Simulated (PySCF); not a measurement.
# Ti: excitation energy

Ti [Ar] 3d2 4s2 (3F) → Ti [Ar] 3d2 4s1 4p1 (high-spin determinant), as a difference of total energies. All numbers are calculated (PySCF 2.14, scalar relativity by spin-free X2C-1e, in x2c-TZVPPall (6s5p4d2f1g, 64 functions)). Correlated levels: valence: [Ar] frozen. The calculations carry no spin-orbit coupling.

```csv
method,excitation energy (eV)
UHF,1.075
MP2 (valence),1.756
SCS-MP2 (valence),1.997
CCSD (valence),1.924
CCSD(T) (valence),1.957
```

Q: How much does correlation contribute at CCSD(T) (valence)?

A: 1.957 − (1.075) = 0.882 eV, measured against UHF.

A first-order spin-orbit estimate (lowest level to lowest level, LS coupling) adds -0.009 eV.

The basis was made for the ground configuration and has no added diffuse functions, so the excitation energy can come out too high.

The determinant of the upper state mixes LS terms, which raises its energy above the lowest term, most at the Hartree-Fock and MP2 levels.
